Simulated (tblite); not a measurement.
Compound: 1,1,1,2,2,3-hexafluoropropane, C3H2F6.
Bonds: F1–C2, C2–C3, C3–F4, C3–F5, C3–C6, C6–F7, C6–F8, C6–F9. Hydrogens: H10, H11 on C2.

Computed with GFN2-xTB (tblite), gas phase: nudged elastic band of 9 images (0 to 8), spring 0.2 eV/Å², climbing image at the end, force threshold 0.05 eV/Å. No saddle search or frequency run followed, so the top image need not be a first-order saddle, and its height can exceed the method's true barrier by a kcal/mol or more.

The band describes a rotation about C3–C6 (CF2 carbon, CF3 carbon), followed by the dihedral C2–C3–C6–F8, from the optimised start (46°) to a second optimised geometry at 165°.

**Question.** Give the energy profile along the converged band.

**Answer.** 
| image | dihedral (°) | E (kcal/mol) | C3–C6 (Å) | C2···F8 (Å) | largest true force (eV/Å) |
| --- | --- | --- | --- | --- | --- |
| 0 | 46 | 0.00 | 1.556 | 2.83 | 0.01 |
| 1 | 60 | 0.24 | 1.556 | 2.95 | 0.04 |
| 2 | 75 | 0.95 | 1.558 | 3.10 | 0.06 |
| 3 | 90 | 1.72 | 1.563 | 3.26 | 0.05 |
| 4 | 105 | 2.09 | 1.567 | 3.40 | 0.04 |
| 5 | 120 | 1.86 | 1.568 | 3.52 | 0.04 |
| 6 | 135 | 1.16 | 1.565 | 3.62 | 0.06 |
| 7 | 151 | 0.38 | 1.560 | 3.69 | 0.04 |
| 8 | 165 | -0.01 | 1.556 | 3.72 | 0.01 |

Barriers of this band. The top is image 4 at 105°: 2.1 kcal/mol in either direction, as the ends lie within 0.002 eV of each other. The central bond is 0.011 Å longer at the top than at the start.

**Question.** What rate follows at 350 K for crossing this barrier forward?

**Answer.** Taking the electronic barrier for the free energy of activation (no zero-point or entropy terms, transmission 1), rate = (kT/h)·exp(−ΔE/kT) ≈ 4 × 10^11 s⁻¹, whose inverse is 3 × 10^-12 s. An error of 1 kcal/mol in the barrier changes this by a factor of 4, and the method and the loose band can each miss by that much or more. The barrier is only 3.0 kT, where transition-state theory is rough.

**Question.** How long is the path, and how are the images spaced?

**Answer.** Cartesian distances between aligned neighbours (all atoms, Å): 0.47, 0.49, 0.49, 0.49, 0.49, 0.49, 0.49, 0.48; the sum is 3.89 Å, and the top lies 50 % of the way along.

The cost below is that of the whole band run. Cost: about 5 s of CPU time on one thread; the machine was shared, so the figure is rough.
